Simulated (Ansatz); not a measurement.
`F[SiH2][O][GeH3]` + HCl → `Cl[SiH2][O][GeH3]` + H–F  (ligand exchange at the Si–F bond)

Program: Ansatz. Geometries: PBE0-D4/def2-TZVP. ΔE: electronic, gas phase. CBS: MP2 limit from def2 TZ/QZ plus the TZ coupled-cluster correction, frozen cores. This one scheme is used for every species. For Ge outer-core shells are correlated without core-valence functions, which leaves a few kJ/mol of doubt a bond. Scalar relativity is left out up to krypton. Each species was taken in one conformer, which may not be the lowest.

`F[SiH2][O][GeH3]`:

```xyz
9

F    -1.434   -0.653    1.794
Si   -1.506    0.067    0.368
O    -0.240   -0.357   -0.539
Ge    1.523   -0.096   -0.494
H    -2.739   -0.393   -0.301
H    -1.507    1.524    0.644
H     1.790    1.231    0.236
H     1.966   -0.040   -1.959
H     2.146   -1.283    0.251
```

HCl:

Cartesian coordinates in Å:
```
Cl 0.308 -0.198 0.524
H -0.308 0.198 -0.524
```

`Cl[SiH2][O][GeH3]`:

Cartesian coordinates in Å:
```
Cl -0.639 -2.451 0.147
Si -0.466 -0.737 1.280
O 0.433 0.361 0.506
Ge 0.553 0.929 -1.182
H -1.848 -0.251 1.501
H 0.201 -1.099 2.547
H -0.872 1.097 -1.733
H 1.346 -0.117 -1.974
H 1.292 2.268 -1.092
```

H–F:

Z-matrix (Å, degrees):
```
F
H 1 0.920
```

```
          level  ΔE (kJ/mol)
 MP2/def2-TZVPP         40.6
CCSD/def2-TZVPP         48.5
```

Task: What does CCSD(T)/CBS give? (Best estimate.)

Result: Ansatz gave: +41.6 kJ/mol. The listed levels differ from it by -1.0, 6.9 kJ/mol.

Largest T1 diagnostic among the species: 0.012.

Leaving LDA and LC-ωPBE aside and taking each functional with its dispersion term where it has one, the values, not all of them listed here, spread over 19.2 kJ/mol, from revPBE-D4 to CAM-B3LYP-D4. The D4 term adds −7.0 kJ/mol with B3LYP and −3.8 kJ/mol with PBE0; it sums over pairs of atoms, weighted by their polarisabilities, and B3LYP, whose exchange is more repulsive, gets the larger term. At CCSD(T), def2-SVP lies +5.1 kJ/mol from the extrapolated value and def2-TZVPP +4.4 kJ/mol.

B3LYP here is the variant with VWN-RPA as its local correlation; programs differ in this.
